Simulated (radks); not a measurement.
Values are calculated unless marked as measured or tabulated.
Dynamic dipole polarisability and lines of the bromine ion Br24+, [Ne] 3s1. Level of theory: scalar-relativistic Kohn-Sham, LDA (Slater exchange, VWN5 correlation), spin-polarised, spherical densities, finite nucleus; open shells are filled with parallel spins first; Fermi nuclear charge, rms radius of each element as measured or else 0.836 A^(1/3) + 0.57 fm (a radial shooting solver on a logarithmic mesh with Libxc functionals). Time-dependent linear response with the Hartree and adiabatic LDA kernel, continuum included through the Sternheimer equations, no spin-orbit coupling, so fine structure and intercombination lines are absent. Lines are the poles of the dipole polarisability below minus the highest occupied eigenvalue, found on a grid refined at the orbital gaps; the lowest seven at most are given, and weak or close lines can be missed. The first line takes the name of the lowest orbital gap if no other gap lies below it; otherwise a line is named after a gap within 0.6 % of it, if that gap stands alone.

photon energy (eV),alpha (bohr^3)
0,0.05512
18.064,0.05978
126.45,-0.01533
234.83,-0.001597
343.21,0.001062
451.60,0.003094
559.98,-0.009684
668.36,0.0004866
776.75,-0.0007099
885.13,0.0005207
993.52,0.001846

Lines (eV, oscillator strength): 63.426 (19.55 nm, 3s-3p), f = 0.287; 542.51 (2.285 nm, 3s-4p), f = 0.285; 754.59 (1.643 nm, 3s-5p), f = 0.0815; 864.63 (1.434 nm, 3s-6p), f = 0.0362; 929.29 (1.334 nm, 3s-7p), f = 0.0197; 970.55 (1.277 nm, 3s-8p), f = 0.0121; 998.49 (1.242 nm, unassigned), f = 0.00798. Higher lines, where found, are left out when the end of the mesh affects them. Those listed give 97 % of the static polarisability (sum of f/w^2). Orbital energy gaps for comparison: 3s-3p 59.787 eV; 3s-4p 544.23 eV; 3s-5p 755.11 eV; 3s-6p 864.83 eV; 3s-7p 929.37 eV.
